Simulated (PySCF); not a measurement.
Computed, not measured: delta-SCF UKS SCAN, pcX-2 on the ionised atom, pcseg-1 elsewhere, spin-free X2C in PySCF. Geometries: PBE0-D3(BJ)/def2-SVP; isolated species, one conformer each. Kα1 is taken as the energy difference of the 1s-hole and 2p3/2-hole states at the ground state's geometry. For 2p shells one spin-free hole was relaxed; a mean-field spin–orbit operator and the ground-state splitting of the three 2p orbitals were then diagonalised within the shell. The shell's mean is (2 × 2p3/2 + 2p1/2)/3, and the degeneracies 2j + 1 give areas of 2:1.

| site | Si 2p3/2 (eV) |
| --- | --- |
| silicon in `CCC[SiH2]C1=CC=CS1` | 106.26 |
| silicon in `C=CC(C=C)/C=C/S[SiH3]` | 107.20 |
| Si8 in `[CH3:1][CH2:2][O:3][C@@H:4]1[CH2:5][SiH2:6][NH:7][SiH2:8]1` | 106.57 |

**Question.** What are the Si 1s binding energies, and the Kα1 emission energies that follow?

**Answer.** 
| site | bonded to | 1s (eV) | 2p3/2 (eV) | Kα1 = 1s − 2p3/2 (eV) |
| --- | --- | --- | --- | --- |
| silicon in `CCC[SiH2]C1=CC=CS1` | 2 C and 2 H | 1846.05 | 106.26 | 1739.79 |
| Si8 in `[CH3:1][CH2:2][O:3][C@@H:4]1[CH2:5][SiH2:6][NH:7][SiH2:8]1` | N, C and 2 H | 1846.41 | 106.57 | 1739.84 |
| silicon in `C=CC(C=C)/C=C/S[SiH3]` | S and 3 H | 1847.01 | 107.20 | 1739.81 |

Ranges: 1s 0.96 eV, 2p3/2 0.94 eV, Kα1 0.05 eV.
